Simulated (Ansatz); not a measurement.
Reaction (formal exchange of groups at the Si–C bond): `C#CCC[SiH3]` + `CNB(C)Cl` → `CNB(C)[SiH3]` + `C#CCCCl`

Gas-phase electronic energies from Ansatz, PBE0-D4/def2-TZVP geometries. CBS: MP2 limit from def2 TZ/QZ plus the TZ coupled-cluster correction, frozen cores. Functionals use def2-TZVPP. B3LYP here is the variant with VWN-RPA as its local correlation; programs differ in this. One conformer a species, not always the lowest.

`C#CCC[SiH3]`:

```xyz
13

C     1.181   -2.663   -1.215
C     0.600   -1.628   -1.037
C    -0.090   -0.373   -0.788
C     0.153    0.168    0.626
Si   -0.732    1.790    0.966
H     1.693   -3.581   -1.380
H     0.234    0.363   -1.532
H    -1.163   -0.520   -0.955
H    -0.170   -0.572    1.364
H     1.226    0.311    0.786
H    -0.448    2.254    2.350
H    -0.282    2.835    0.006
H    -2.203    1.618    0.809
```

`CNB(C)Cl`:

Cartesian coordinates in Å:
```
C 1.260 -1.151 1.000
N 0.225 -0.214 0.633
B -0.194 0.188 -0.629
C -1.346 1.225 -0.849
Cl 0.612 -0.502 -2.068
H 2.032 -0.670 1.607
H 0.851 -1.991 1.568
H 1.728 -1.543 0.099
H -0.255 0.198 1.417
H -1.777 1.594 0.085
H -2.152 0.782 -1.442
H -0.985 2.084 -1.421
```

`CNB(C)[SiH3]`:

```xyz
15

C    -0.062   -2.174    0.503
N     0.571   -0.906    0.212
B    -0.015    0.325   -0.075
C    -1.570    0.560   -0.139
Si    1.262    1.862   -0.423
H     0.204   -2.529    1.504
H    -1.144   -2.070    0.458
H     0.236   -2.940   -0.219
H     1.578   -0.959    0.229
H    -1.852    0.928   -1.132
H    -1.859    1.355    0.557
H    -2.193   -0.311    0.079
H     1.065    2.466   -1.774
H     1.089    2.970    0.563
H     2.690    1.423   -0.342
```

`C#CCCCl`:

Cartesian coordinates in Å:
```
C 1.550 -1.051 -1.399
C 0.913 -0.251 -0.770
C 0.117 0.682 0.007
C -0.974 -0.048 0.774
Cl -1.948 1.099 1.726
H 2.122 -1.750 -1.962
H 0.756 1.226 0.709
H -0.337 1.427 -0.653
H -1.651 -0.565 0.097
H -0.549 -0.769 1.471
```

(1) Is it downhill or uphill in electronic energy at CCSD(T)/CBS, and by how much? (Estimate.)

(2) What do these levels give: PBE-D4, r2SCAN-D4, B3LYP-D4, ωB97X-V, r2SCAN, B3LYP, HF/def2-TZVPP, MP2/def2-TZVPP, SCS-MP2/def2-TZVPP, CCSD/def2-TZVPP, HF/CBS(def2), CCSD/CBS(def2)? (Best estimate.)

Largest T1 diagnostic among the species: 0.013.

## Answers

(1) Ansatz gave: Uphill: ΔE = +1.66 eV.

(2) Computed: PBE-D4 1.53, r2SCAN-D4 1.67, B3LYP-D4 1.62, ωB97X-V 1.64, r2SCAN 1.67, B3LYP 1.62, HF/def2-TZVPP 1.76, MP2/def2-TZVPP 1.76, SCS-MP2/def2-TZVPP 1.71, CCSD/def2-TZVPP 1.67, HF/CBS(def2) 1.76, CCSD/CBS(def2) 1.68 eV.

From PBE to PBE0 (25 % exact exchange), in def2-TZVPP and without D4, ΔE moves by +0.08 eV.
